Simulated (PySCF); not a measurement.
# AlCl₃, singlet: molecular constants

Method: PBE in PySCF with Al def2-TZVP, Cl def2-TZVP; no relativity; density-fitted integrals.

The structure is a minimum.

```json
{"Point group": "D3h", "Bond lengths": "Al–Cl 2.085 Å (×3)", "Bond angles": "Cl–Al–Cl 120.0° (×3)", "Rotational constants": "0.07393, 0.07393, 0.03697 cm⁻¹", "Principal polarisabilities": "44.0, 66.3, 66.3 bohr³", "Principal quadrupole moments (Buckingham, traceless) about the centre of mass": "-2.75, -2.75, 5.50 D Å", "Zero-point energy": "12.3 kJ/mol", "Heat capacity Cp at 298.15 K": "71.9 J/(mol K)", "Dipole moment": "0.00 D", "Atomisation energy without zero-point energy": "1285 kJ/mol", "Entropy at 298.15 K and 1 bar": "314.7 J/(mol K)", "Lowest empty level": "-2.24 eV", "Enthalpy at 298.15 K above 0 K": "16.59 kJ/mol", "Rotational symmetry number": "6", "Highest occupied level": "-7.96 eV"}
```

Harmonic modes (masses in u: Al 26.982, Cl 34.969):
```csv
symmetry,ω (cm⁻¹),"IR (km/mol, summed over degenerate members)",μ (u)
e',140,12.3,33.75
a2'',195,27.6,28.30
a1',372,0.0,34.97
e',605,317,29.16
```

In D3h the vibrations span 2e' + a2'' + a1'. The a1' mode carries no infrared intensity, as symmetry demands.

Charges (e):
```csv
atom,Mulliken,Löwdin,polar tensor,Mayer order to Al1
Al1,0.53,-1.01,1.50,–
"Cl2,3,4",-0.18,0.34,-0.50,1.27
```

Mulliken populations on Al1: s 4.78, p 7.11, d 0.47, f 0.11.

Outer orbital energies (eV). occupied: -9.89, -9.89, -8.98, -8.54, -8.54, -8.41, -8.41, -7.96; empty: -2.24, -1.96, 0.82, 0.82.

Counting electrons, aluminium keeps none of its valence electrons outside its bonds, so the VSEPR class is AX3 and the expected shape is trigonal planar (D3h), as computed.

The final relaxation and frequency run took 30 s on 4 threads of a shared Arm Neoverse V1 host, with 148 basis functions and 7 gradients; the process peaked at 1.3 GiB.
